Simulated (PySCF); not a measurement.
CH6NOSi (doublet state).
Cartesian coordinates in Å at the GFN2-xTB level; atoms count from 1:
```
atom  x, y, z in Å
C1     1.8351   -0.0930    0.5724
O2     0.9809   -0.5282   -0.3524
Si3   -0.4751   -0.0067   -0.8720
N4    -1.5183    0.2171    0.4838
H5     2.7513   -0.6398    0.6761
H6     1.5836    0.7353    1.2053
H7    -0.4202    1.3220   -1.4820
H8    -0.7479   -1.0992   -1.8000
H9    -1.5351   -0.4835    1.2091
H10   -2.4454    0.5806    0.3373
```

The hyperfine couplings belong to this conformer and change with its torsions.

The species is `[CH2]O[SiH2]N` [radical].

Method used: PySCF, UKS B3LYP, pcH-1 on C H N O Si, non-relativistic, mean-field spin-orbit, GIAO. Isolated species at its GFN2-xTB geometry (one conformer only). Couplings are sensitive to structure, and on GFN2-xTB geometries they can be far from those on DFT ones. The SCF solution wasn't tested for stability.

(1) Give the principal g shifts and their parts.

(2) What effective moment and Curie constant follow for a powder?

(3) At 9.466 GHz, how far is the centre of the isotropic spectrum from where a free electron (g = 2.002319) resonates?

(4) How much does each term add to the isotropic shift?

(5) In a frozen sample, at which fields do the three g values resonate at 9.5, 34, 94 and 263 GHz (hyperfine left aside), and which band first spreads them over more than twice a line width of 1.0 mT?

## Answers

(1) 
```json
{"Δg (ppm)": "relativistic mass correction", "1": "-177", "2": "-177", "3": "-177"}
{"Δg (ppm)": "gauge correction", "1": "-3", "2": "39", "3": "39"}
{"Δg (ppm)": "orbital Zeeman/spin–orbit", "1": "0", "2": "1234", "3": "1861"}
{"Δg (ppm)": "total", "1": "-180", "2": "1096", "3": "1723"}
```

So g = 2.00214, 2.00342, 2.00404 and g_iso = 2.00320; the tensor is rhombic: the two nearest values differ by 33 % of g3 − g1. Axes: g3 points within 15° of the C1–H5 bond.

(2) With the mean of g² = 4.0128 and S(S+1) = 0.75: μ_eff = √(⟨g²⟩S(S+1)) = 1.735 μB and χT = 0.12505·⟨g²⟩·S(S+1) = 0.376 cm³ K/mol (cgs; spin-Hamiltonian part alone).

(3) B = hν/(g μB) with μB/h = 13.99624 MHz/mT gives 337.77 mT for the free electron and 337.62 mT at g_iso, 0.15 mT lower.

(4) The orbital-Zeeman/spin–orbit term 1031, the mass correction -177 and the gauge correction 25 ppm, for a total of 880 ppm. The orbital-Zeeman/spin–orbit term is the largest in size. The mass correction is the same along every axis, so the anisotropy comes from the other two: their spans along these axes are 42 (gauge) and 1861 ppm (orbital Zeeman/spin–orbit).

(5) 
```tsv
band	GHz	B(g3) mT	B(g2) mT	B(g1) mT	spread mT
X	9.5	338.69	338.80	339.01	0.32
Q	34.0	1212.16	1212.54	1213.31	1.15
W	94.0	3351.27	3352.32	3354.46	3.18
J	263.0	9376.43	9379.36	9385.34	8.91
```

The spread grows in proportion to the frequency. W band is the first where it exceeds 2.0 mT.

Largest spin populations (Mulliken): C1 (+0.97) and O2 (+0.09). C1 is the only atom above +0.15. The angles at C1 add up to 359.9°, so it is planar; its axial dipolar tensor and the negative couplings of its protons fit spin in a p orbital normal to that plane.

The HOMO–LUMO gaps are 5.47 eV among the α and 6.41 eV among the β orbitals.

On Arm Neoverse V2, one thread, shared host, this took 17 s (grids of density and orbitals included) and 0.58 GiB of memory at its peak.
